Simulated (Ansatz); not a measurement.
`C[NH][Al]([F])[F]` + CH₃OH → `C[O][Al]([F])[F]` + CH₃NH₂ at 600 K and 1 bar (ligand exchange at the Al–N bond).

Isolated molecules relaxed with PBE0-D4/def2-TZVP in Ansatz; ΔE leaves out vibrations. CCSD(T)/CBS adds triple-zeta CCSD(T) − MP2 to the extrapolated MP2 energy (def2 sets, frozen cores). This one scheme is used for every species. One conformer a species, not always the lowest.

| species | CCSD(T)/CBS energy (Eh) | H − E (kJ/mol) | S (J/(mol·K)) |
| --- | --- | --- | --- |
| `C[NH][Al]([F])[F]` | -536.95512 | 213.0 | 420.7 |
| CH₃OH | -115.61712 | 163.6 | 277.3 |
| `C[O][Al]([F])[F]` | -556.83340 | 177.8 | 420.9 |
| CH₃NH₂ | -95.75281 | 199.3 | 283.8 |

H − E and S are ideal-gas, rigid-rotor, harmonic terms from PBE0-D4/def2-TZVP, for one conformer and one mirror image of each species. 1 Eh = 2625.50 kJ/mol, R = 8.31446 J/(mol·K).

Question: By hand: ΔE, ΔH, ΔS and ΔG.

Answer: ΔE = (-556.83340) + (-95.75281) − (-536.95512) − (-115.61712) = -0.01397 Eh = -36.7 kJ/mol. Δ(H − E) = 177.8 + 199.3 − 213.0 − 163.6 = 0.5, so ΔH = -36.2 kJ/mol. ΔS = 420.9 + 283.8 − 420.7 − 277.3 = 6.7 J/(mol·K). ΔG = -36.2 − 600 × (6.7)/1000 = -40.2 kJ/mol.

Question: By hand: the equilibrium constant, and the temperature at which ΔG would vanish if ΔH and ΔS stayed fixed.

Answer: log₁₀ K = −ΔG/(RT ln 10) = 3.5. ΔH and −TΔS have one sign here, so there is no such temperature.

The number of gas molecules stays the same, so ΔS is small and ΔH decides. A doubt of 5 kJ/mol in ΔE shifts log₁₀ K by 0.4 here. Other conformers and mirror images would add mixing entropy, several J/(mol·K) or more a flexible species. These are equilibria of isolated gas molecules and say nothing of rates. Largest T1 diagnostic: 0.012 (customary marks: 0.02 for closed shells, 0.045 for open ones).

ΔS is within the doubt of such terms, so its sign, and with it that verdict, could turn.
